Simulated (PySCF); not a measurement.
p-cresol (C7H8O), SMILES Cc1ccc(O)cc1. Coordinates come from a B3LYP-D3(BJ)/def2-SVP optimisation. One conformer was computed; it need not be the lowest.

Computed equilibrium geometry at B3LYP-D3(BJ)/def2-SVP (PySCF confirms it by a frequency run) as Cartesian coordinates in Å, and its point group (one conformer of several):
point group Cs.
```xyz
16

C     -0.0174    -2.8913     0.0000
C     -0.0133    -1.3830     0.0000
C     -1.2021    -0.6442     0.0000
C     -1.1939     0.7540     0.0000
C      0.0207     1.4484     0.0000
O      0.0947     2.8062     0.0000
C      1.2226     0.7255     0.0000
C      1.1961    -0.6662     0.0000
H      0.4995    -3.2964     0.8862
H     -1.0424    -3.2906     0.0000
H      0.4995    -3.2964    -0.8862
H     -2.1617    -1.1684     0.0000
H     -2.1381     1.3078     0.0000
H     -0.7985     3.1738     0.0000
H      2.1651     1.2762     0.0000
H      2.1430    -1.2141     0.0000
```
Charge 0, spin multiplicity 1.
